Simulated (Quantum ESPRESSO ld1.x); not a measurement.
The numbers below are computed, except where a source is named.
One sound ld1.x (Quantum ESPRESSO 7.5) input for the gold ion Au2+ gives E = -19010.748 hartree in 24 iterations:

```
 &input
    zed=79.0,
    iswitch=1,
    rel=1,
    dft='PBE',
    config='[Xe] 4f14 5d9',
    prefix='ld1',
    max_out_wfc=37,
    file_charge='ld1.rho',
 /
```

Changed or added lines, one case at a time, and what came of them:

- dx=0.003: refused. The program stops in do_mesh with "ndmx is too small": the mesh holds 3500 points at most, so dx, xmin and rmax must fit that.
- tr2=1e-25: usable despite the warning. The threshold lies below the rounding noise, so the cycle runs to its limit and warns, but the energy differs from the sound run by less than 1e-5 hartree.
- iswitch=7: refused. The program stops in ld1_readin with "wrong iswitch": iswitch takes 1 to 4.
- dft='R2SCAN': refused. The program stops in set_dft_from_name with "libxc needed for this functional": this build has no Libxc.
- rel=2 cau_fact=51.87: crashed. The program stops in dirsol with "no classical turning point found": with c below Z the Dirac equation of a point nucleus has no 1s solution.
- beta=2.0: harmless. The Broyden-type mixing copes: 60 iterations against 24, same energy.
- config='[Xe] 4f14 5d9 5g1': refused. The program stops in el_config with "l not found:G": the config string knows s, p, d and f alone.
